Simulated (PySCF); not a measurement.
SMILES C[CH](C)[Be][CH](C)C (C₆H₁₄Be), GFN2-xTB optimised geometry.

```
21

Be    -0.15    -0.92     0.00
C      1.59    -0.92     0.00
C      2.31    -1.11     1.34
C      1.85     0.52    -0.49
H      2.11    -1.57    -0.71
H      3.38    -0.88     1.24
H      1.90    -0.46     2.11
H      2.22    -2.14     1.69
H      1.42     0.69    -1.48
H      2.92     0.71    -0.57
H      1.44     1.26     0.19
C     -1.83    -0.46     0.00
C     -2.38    -0.06    -1.38
C     -1.88     0.78     0.92
H     -2.57    -1.16     0.41
H     -3.38     0.37    -1.28
H     -1.74     0.69    -1.86
H     -2.44    -0.92    -2.04
H     -1.58     0.53     1.93
H     -2.90     1.18     0.96
H     -1.23     1.57     0.55
```

Density from CAM-B3LYP/def2-SVP (PySCF) at that geometry.

Minimum of the electron density along straight lines between bonded atoms, close to the bond critical point (lines longer than 1.1 times the sum of covalent radii, or with two minima, are not listed):

| bond | length / Å | ρ at the minimum / e bohr⁻³ | ∇²ρ there / e bohr⁻⁵ | position (fraction from the first atom) |
|---|---|---|---|---|
| Be1–C2 | 1.733 | 0.095 | 0.24 | 0.33 |
| C2–C3 | 1.537 | 0.237 | -0.53 | 0.49 |
| C2–C4 | 1.544 | 0.233 | -0.51 | 0.49 |
| C2–H5 | 1.097 | 0.268 | -0.93 | 0.62 |
| C3–H6 | 1.092 | 0.274 | -1.00 | 0.62 |
| C3–H7 | 1.089 | 0.276 | -1.01 | 0.62 |
| C3–H8 | 1.088 | 0.277 | -1.02 | 0.63 |
| C4–H9 | 1.089 | 0.275 | -1.00 | 0.62 |
| C4–H10 | 1.092 | 0.274 | -1.00 | 0.63 |
| C4–H11 | 1.089 | 0.276 | -1.01 | 0.62 |
| Be1–C12 | 1.739 | 0.094 | 0.23 | 0.33 |
| C12–C13 | 1.539 | 0.236 | -0.52 | 0.49 |
| C12–C14 | 1.543 | 0.234 | -0.51 | 0.49 |
| C12–H15 | 1.097 | 0.268 | -0.93 | 0.62 |
| C13–H16 | 1.092 | 0.274 | -1.00 | 0.62 |
| C13–H17 | 1.089 | 0.276 | -1.01 | 0.62 |
| C13–H18 | 1.088 | 0.277 | -1.02 | 0.62 |
| C14–H19 | 1.089 | 0.276 | -1.01 | 0.62 |
| C14–H20 | 1.092 | 0.274 | -1.00 | 0.63 |
| C14–H21 | 1.089 | 0.276 | -1.00 | 0.62 |
